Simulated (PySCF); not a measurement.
# Working out the excitation energy of Sb

Sb [Kr] 4d10 5s2 5p3 (4S) → Sb [Kr] 4d10 5s1 5p3 6s1 (6S). Computed with PySCF 2.14 in aug-cc-pwCVDZ-PP with ECP28MDF (6s5p4d1f, 48 functions), with a scalar-relativistic core potential. Frozen: nothing. Energies in hartree (1 hartree = 27.21139 eV):

| part | Sb (lower) | Sb (upper) |
| --- | --- | --- |
| UHF | -239.273470 | -238.913118 |
| MP2 opposite-spin | -0.285158 | -0.232007 |
| MP2 same-spin | -0.163413 | -0.156578 |

Q: What does Hartree-Fock give?

A: (-238.913118) − (-239.273470) = 0.360352 hartree = 9.806 eV.

Q: What do MP2 and SCS-MP2 (6/5 opposite-spin, 1/3 same-spin) give?

A: The opposite-spin parts differ by 1.446 eV and the same-spin parts by 0.186 eV. MP2: 9.806 + (1.446) + (0.186) = 11.438 eV. SCS-MP2: 9.806 + 1.2 × (1.446) + (0.186)/3 = 11.603 eV.

The upper state lies above the first ionisation limit, but in LS coupling its spin forbids autoionisation to the ground ion; at this Z spin-orbit coupling breaks that rule. A Rydberg-like electron needs more diffuse functions than a valence basis has.

A double-zeta basis recovers only part of the correlation energy.
